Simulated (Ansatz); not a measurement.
Geometry optimisation, RKS PBE0-D4/def2-SVP (Ansatz).

The input (input.yaml):

```yaml
crystal:
  periodic: [false, false, false]
  atoms:
    - { symbol: Si, position_ang: [-0.7206, 0.4759, -0.1913] }
    - { symbol: F, position_ang: [-0.9486, -0.9039, -1.6244] }
    - { symbol: S, position_ang: [-0.455, 1.7626, -1.7858] }
    - { symbol: H, position_ang: [-0.778, 0.0789, -2.3008] }
    - { symbol: H, position_ang: [-2.0927, 0.3039, 0.274] }
    - { symbol: Si, position_ang: [0.975, -0.3077, 1.1732] }
    - { symbol: H, position_ang: [1.0746, 0.5782, 2.3377] }
    - { symbol: H, position_ang: [2.2659, -0.3216, 0.4858] }
    - { symbol: H, position_ang: [0.6794, -1.6664, 1.6316] }
basis:
  gaussian: { orbitals: def2-SVP }
hamiltonian:
  xc: pbe0
  dispersion: d4
relax:
  f_tol: 0.15
  max_steps: 25
  restrain:
    - { distance: [3, 1], at: 2.18, k: 30.0 }
    - { distance: [0, 1], at: 1.68, k: 30.0 }
    - { distance: [3, 2], at: 1.36, k: 30.0 }
output:
  orbitals: {}
```

Run as:

```bash
$ ansatz run input.yaml --threads 2 --pin off --max-ram 3072MiB --backend cpu --events-out ev --progress --plain --runs-dir out
```

Question: Where does it end, and by what steps?

Answer: The run converged. The restraints hold the end off the free minimum. After 8 steps the energy has fallen by 1.950 eV (the restraints' own energy left out); H4 moved furthest, 0.73 Å. Joined: S3–H4.

```tsv
step	energy less start (eV)	largest force component (eV/Å)	accepted
0	0.0000	2.413	yes
1	-0.5807	3.131	yes
2	-1.4187	2.867	yes
3	-1.8763	0.642	yes
4	-1.8904	0.807	yes
5	-1.9288	0.633	yes
6	-1.9465	0.627	yes
7	-1.9415	0.736	no
8	-1.9497	0.634	yes
```

```xyz
9
Properties=species:S:1:pos:R:3
Si -0.843 0.100 -0.301
F -0.954 -1.120 -1.419
S -0.437 1.729 -1.627
H -0.529 0.721 -2.533
H -2.161 0.212 0.385
Si 0.943 -0.350 1.144
H 1.089 0.804 2.092
H 2.191 -0.491 0.333
H 0.701 -1.605 1.928
```

Whether the end is a true minimum wasn't checked by a vibrational analysis.

Run time: 18 s on 2 threads of Arm Neoverse V2, with other jobs on the host, peak memory 0.19 GiB.
